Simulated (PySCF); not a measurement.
**Dipole polarisabilities along the 4d series**

Calculated with PySCF 2.14 for the ground configurations, without spin-orbit coupling: coupled response for Hartree-Fock and DFT. Mean α in bohr³, C₆ of like pairs in atomic units.

```json
{"species": "Zr [Kr] 4d2 5s2 (def2-QZVPPD with the def2 core potential (28 electrons), ECP)", "α UHF": "182.1", "α PBE": "118.7", "α PBE0": "124.8", "α recommended (Schwerdtfeger and Nagle)": "112 ± 13", "C₆ UHF": "2422", "C₆ PBE": "1626", "C₆ PBE0": "1737"}
{"species": "Nb [Kr] 4d4 5s1 (def2-QZVPPD with the def2 core potential (28 electrons), ECP)", "α UHF": "128.5", "α PBE": "86.23", "α PBE0": "91.90", "α recommended (Schwerdtfeger and Nagle)": "98 ± 8", "C₆ UHF": "1513", "C₆ PBE": "901.7", "C₆ PBE0": "984.4"}
{"species": "Mo [Kr] 4d5 5s1 (def2-QZVPPD with the def2 core potential (28 electrons), ECP)", "α UHF": "105.2", "α PBE": "69.26", "α PBE0": "74.30", "α recommended (Schwerdtfeger and Nagle)": "87 ± 6", "C₆ UHF": "1130", "C₆ PBE": "677.0", "C₆ PBE0": "738.9"}
{"species": "Tc [Kr] 4d5 5s2 (def2-QZVPPD with the def2 core potential (28 electrons), ECP)", "α UHF": "135.6", "α PBE": "84.72", "α PBE0": "90.12", "α recommended (Schwerdtfeger and Nagle)": "79 ± 10", "C₆ UHF": "1538", "C₆ PBE": "962.3", "C₆ PBE0": "1034"}
{"species": "Ru [Kr] 4d7 5s1 (def2-QZVPPD with the def2 core potential (28 electrons), ECP)", "α UHF": "92.09", "α PBE": "57.48", "α PBE0": "61.60", "α recommended (Schwerdtfeger and Nagle)": "72 ± 10", "C₆ UHF": "880.7", "C₆ PBE": "539.1", "C₆ PBE0": "574.4"}
{"species": "Rh [Kr] 4d8 5s1 (def2-QZVPPD with the def2 core potential (28 electrons), ECP)", "α UHF": "88.73", "α PBE": "53.12", "α PBE0": "57.66", "α recommended (Schwerdtfeger and Nagle)": "66 ± 10", "C₆ UHF": "803.6", "C₆ PBE": "469.4", "C₆ PBE0": "506.7"}
{"species": "Pd [Kr] 4d10 (def2-QZVPPD with the def2 core potential (28 electrons), ECP)", "α UHF": "19.83", "α PBE": "27.14", "α PBE0": "24.48", "α recommended (Schwerdtfeger and Nagle)": "26.14 ± 0.1", "C₆ UHF": "137.5", "C₆ PBE": "193.8", "C₆ PBE0": "174.2"}
{"species": "Ag [Kr] 4d10 5s1 (def2-QZVPPD with the def2 core potential (28 electrons), ECP)", "α UHF": "82.34", "α PBE": "47.05", "α PBE0": "51.52", "α recommended (Schwerdtfeger and Nagle)": "55 ± 8", "C₆ UHF": "683.9", "C₆ PBE": "372.5", "C₆ PBE0": "405.9"}
{"species": "Cd [Kr] 4d10 5s2 (def2-QZVPPD with the def2 core potential (28 electrons), ECP)", "α UHF": "63.43", "α PBE": "46.59", "α PBE0": "49.60", "α recommended (Schwerdtfeger and Nagle)": "46 ± 2", "C₆ UHF": "610.1", "C₆ PBE": "417.5", "C₆ PBE0": "449.7"}
```

Hartree-Fock lacks correlation. All values carry a basis error, and heavy open shells lack spin-orbit coupling.
